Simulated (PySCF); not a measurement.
System: C$_{3}$H$_{7}$O, net charge 1, singlet state. It need not be the lowest isomer of its formula. SMILES: C=CC[OH2+]
Geometry from a B3LYP-D3(BJ)/def2-TZVP (Ansatz) optimisation:
```xyz
11

C      1.6909    -0.4614    -0.5355
C      0.8494     0.2250     0.2384
C     -0.4666     0.6347    -0.2527
O     -1.5545    -0.2666     0.5350
H      1.4301    -0.7590    -1.5450
H      2.6820    -0.7252    -0.1907
H      1.1315     0.5423     1.2351
H     -0.6559     0.4243    -1.3010
H     -0.8014     1.6218     0.0510
H     -1.3139    -1.2124     0.5277
H     -2.4780    -0.1483     0.2422
```
Charge +1, spin multiplicity 1.

Dispersion corrections to the total energy (kcal/mol) from the dftd3 and dftd4 libraries through PySCF: D3(BJ) without and D4 with the three-body term, each with the damping fitted for the functional named.

```
functional  D3(BJ)      D4
----------  ------  ------
r2SCAN       -1.14   -0.77
B2GP-PLYP    -2.10   -1.25
LC-wPBE      -3.62   -3.35
PBE0           ___   -2.53
HF             ___  -12.10
B2PLYP       -3.04   -2.12
HSE06        -2.45     ___
```

**Question.** What belongs in the gaps?

**Answer.** 
- PBE0, D3(BJ): -3.46
- HF, D3(BJ): -33.78
- HSE06, D4: -2.32
